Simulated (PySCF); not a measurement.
Work out the structure from these simulated measurements.

Formula: C2H6B2Cl2N2.

- Valence photoelectron: vertical ionisation energy: 8.19 eV [ΔSCF PBE0/def2-SVPD]
- Triplet: lowest triplet excitation (Tamm–Dancoff): 2.92 eV [TDA PBE0/def2-SVPD]
- UV, first state: lowest singlet excitation: 3.44 eV (361 nm, f = 0.014) [TDDFT PBE0/def2-SVPD]
- Rotational structure: rotational constants A, B, C: 2.237, 0.840, 0.616 GHz [PBE0-D3(BJ)/def2-SVP]
- Dipole: 2.77 D [PBE0/def2-SVPD]
- 13C NMR: chemical shifts (computed TMS as zero) by class: 48.8 (2 C) ppm [GIAO KT2/pcSseg-1]

The electronic properties come from PySCF, for the isolated species, density fitting. Levels stand in brackets. Isolated species at its PBE0-D3(BJ)/def2-SVP geometry, gas phase. NMR classes are plain means over equivalent atoms (diastereotopic ones count apart unless rotation or inversion swaps them), as if these changed places fast.

Question: What is the compound? Reason from the data.

Answer: Numbering: `[Cl:1][B:2]([Cl:3])[B:4]1[NH:5][CH2:6][CH2:7][NH:8]1`. 2 carbons fall into 1 class: ring sp3 carbon bound to nitrogen [C6/C7] (48.8 ppm, 2 C). S1 is mainly HOMO→LUMO (weight 1.00); the largest Löwdin shares of the orbital it empties are 0.32 on each of 2 atoms of one kind (boron-bound nitrogen) and 0.06 on each of 2 atoms of one kind (sp3 carbon bound to nitrogen), of the orbital it fills 0.44 on a three-coordinate boron, 0.16 on each of 2 atoms of one kind (chlorine bonded to B) and 0.13 on a three-coordinate boron. By its constants the optimised geometry is an asymmetric top. Structure: `ClB(Cl)B1NCCN1`. The assignments are read from this structure; whether some other isomer fits the data as well wasn't checked.
